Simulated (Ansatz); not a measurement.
Mulliken charges of `OB(O)[Te]C(F)(F)F` from PBE/def2-TZVPP in Ansatz (PBE0-D4/def2-TZVP geometry).

```
atom   x (Å)   y (Å)   z (Å)  charge (e)
  O1   1.233   0.210   1.090      -0.248
  B2   0.179   1.031   0.895       0.110
  O3   0.091   2.223   1.528      -0.242
 Te4  -1.541   0.608  -0.404       0.044
  C5  -0.643  -1.144  -1.322       0.281
  F6  -1.578  -1.882  -1.914      -0.112
  F7   0.273  -0.837  -2.242      -0.113
  F8  -0.021  -1.936  -0.420      -0.144
  H9   1.176  -0.649   0.663       0.222
 H10   0.830   2.377   2.127       0.202
```

**Question.** By hand: the dipole of these point charges (1 e Å = 4.8032 D).

**Answer.** Σ q r = (0.021, 0.149, 0.174) e Å, of length 0.230 e Å = 1.10 D.

**Question.** How does the dipole of the full density compare? (Best estimate.)

**Answer.** The calculation gave: (0.173, 0.074, 0.243) e Å, 1.48 D; the point charges give 0.74 times that, at 36° from its direction.

Point charges leave out the atoms' own dipoles, such as those of lone pairs, and Mulliken's split depends on the basis, so the two needn't agree.
